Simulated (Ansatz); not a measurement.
CH4ClFOSi, SMILES `OC(F)([SiH3])Cl`, relaxed with RKS PBE-D4/def2-SVP in Ansatz 0.2.0 from a rough embedded geometry. The force threshold is 0.03 eV/Å; the program also tests the step.

The species carries charge 0 and has multiplicity 1.

Start:

```xyz
9

O    -0.341    1.712   -0.226
C     0.033    0.376   -0.549
F    -0.812   -0.013   -1.580
Si   -0.008   -0.880    0.899
Cl    1.686    0.379   -1.214
H    -0.391    2.102   -1.186
H     0.336   -2.237    0.425
H    -1.386   -0.971    1.448
H     0.882   -0.468    1.982
```

```
        step  energy (eV)  largest force (eV/Å)  largest move (Å)
           1  -26239.7163                 1.910             0.000
           2  -26239.9216                 1.218             0.113
           3  -26239.9884                 0.523             0.055
           4  -26239.9965                 0.466             0.062
5 (rejected)  -26239.9885                 0.386             0.147
           6  -26240.0069                 0.112             0.072
           7  -26240.0076                 0.032             0.014
           8  -26240.0076                 0.007             0.008
```

End:

```xyz
9

O    -0.387    1.597   -0.219
C    -0.007    0.349   -0.592
F    -0.801   -0.123   -1.620
Si   -0.042   -0.870    0.908
Cl    1.723    0.356   -1.277
H    -0.316    2.193   -0.997
H     0.374   -2.218    0.404
H    -1.446   -0.920    1.437
H     0.902   -0.365    1.956
```

It took 8 s on 4 threads of an AMD EPYC 7B13 on a shared host, with 0.2 GiB of host memory at the peak.
